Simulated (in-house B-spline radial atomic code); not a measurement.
The numbers below are computed, except where a source is named.
# Br in an electron gas of r_s = 2.2: phase shifts, screening, friction and resistivity

A nucleus sits in a uniform electron gas with a rigid positive background. The Kohn-Sham equations are solved self-consistently in the spin-unpolarised LDA (PW92), non-relativistic, on B-splines with outgoing waves at the boundary and partial waves to l = 8. The model has no lattice, no bands and no magnetic solution. Atomic units; δ_l are the phase shifts at the Fermi level, counted so that each bound state adds π, and good to about 0.0005.

The density parameter is r_s = 2.2 bohr, near that of the valence electrons of Ga (3 per atom, density 5.91 g/cm³, mass 69.72 u, which gives r_s = 2.19).

| l | δ_l (rad) |
| --- | --- |
| 0 | 10.9238 |
| 1 | 8.3327 |
| 2 | 3.7032 |
| 3 | 0.0634 |
| 4 | 0.0088 |
| 5 | 0.0017 |
| 6 | 0.0003 |
| 7 | 0.0003 |
| 8 | 0.0001 |

Bound levels below the band bottom (hartree): s -8.053, p -5.943, d -2.167, s -0.4265, p -0.0382 and deeper ones.

Problem. Check the Friedel sum rule, and say where the screening charge sits.

Solution. k_F = (9π/4)^(1/3)/r_s = 0.87234. The rule is Z = (2/π) Σ (2l + 1) δ_l. The terms are s 6.954, p 15.914, d 11.788, f 0.283 and 0.069 beyond, in all 35.008 against Z = 35. Bound states hold 8 s, 18 p, 10 d electrons, so the scattering states carry -0.99 in all; where a term is smaller than its bound count, the bound level has drawn weight out of the band.

Problem. Find the transport cross section and the electronic stopping of a 5 keV Br ion (mass 79.9 u).

Solution. σ_tr = (4π/k_F²) Σ (l + 1) sin²(δ_l − δ_(l+1)). The terms for l = 0 to 3 are 0.2736, 1.9863, 0.6850, 0.0119, all together 2.9571, so σ_tr = 16.513 × 2.9571 = 48.832 bohr². With n = 3/(4π r_s³) = 0.02242, the friction coefficient is Q = n k_F σ_tr = 0.9551. For v well below v_F = 0.872, dE/dx = Q v; with 24801 eV per u at v = 1, v = √(5000/(24801 × 79.9)) = 0.0502, so dE/dx = 0.04797 hartree/bohr = 24.7 eV/nm. The largest term couples the p and d waves.

Problem. What residual resistivity would 1 atomic per cent of such centres give in Ga?

Solution. Δρ = k_F n_i σ_tr/n in atomic units of 21.74 μΩ·cm. With one host atom per 3 electrons, n_i/n = 0.01/3, so Δρ = 0.8723 × 0.00333 × 48.832 × 21.74 = 3.09 μΩ·cm. This is an atom added to the gas, as on an interstitial site.

Problem. On a substitutional site the background of one host ion, a sphere holding 3 charges, is taken out. The phase shifts for l = 0 to 4 become 10.6013, 7.9710, 3.1801, -0.0134, -0.0043. What follows?

Solution. The Friedel sum is now 32.01, for Z − 3 = 32. The sum in σ_tr is 2.2356, so σ_tr = 36.92 bohr² and Δρ = 2.33 μΩ·cm per atomic per cent, 0.76 times the value above. A real host ion scatters too, so this model doesn't give zero even for the host's own atom.
